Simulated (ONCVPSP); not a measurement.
Cutoff test, Os (Z = 76), ONCV

ONCVPSP 4.0.1 input, shortened (lines: element, Z, core and valence counts, functional; n l f; lmax; l rc ep ncon nbas qcut; lloc lpopt rc5 dvloc0; l nproj debl; icmod fcfact rcfact), LDA (Perdew-Zunger), scalar-relativistic:

```
  Os 76.00   10    4        3      upf
    1    0    2.00
    2    0    2.00
    2    1    6.00
    3    0    2.00
    3    1    6.00
    3    2   10.00
    4    0    2.00
    4    1    6.00
    4    2   10.00
    4    3   14.00
    5    0    2.00
    5    1    6.00
    5    2    6.00
    6    0    2.00
    2
    0    1.90    0.00    4    8    6.60
    1    1.70    0.00    4    7    8.50
    2    2.00    0.00    4    8    9.40
    4    5    1.65    0.00
    0    2    2.30
    1    2    3.50
    2    2    3.90
    0    0.00    0.00
```

Q: For each optimised wave give the share of its norm inside rc, the residual kinetic energy above qcut (Ha) and the cutoffs (Ha) for errors of 10, 1, 0.1 and 0.01 mHa per electron.

A:

```
         wave  norm inside rc  residual KE  10 mHa  1 mHa  0.1 mHa  0.01 mHa
           5s           0.987      1.6e-06     5.7   13.6     17.2      19.7
           6s           0.132      8.0e-06     5.3   14.2     18.3      22.0
           5p           0.901      3.6e-07     9.8   21.2     27.0      30.9
p projector 2           0.091      3.0e-06     9.5   22.6     29.0      33.6
           5d           0.673      4.8e-09    13.6   18.7     23.3      27.7
d projector 2           0.129      2.7e-09    15.1   19.2     22.7      25.8
```

The occupied waves need 21 Ha and 27 Ha for 1 and 0.1 mHa.
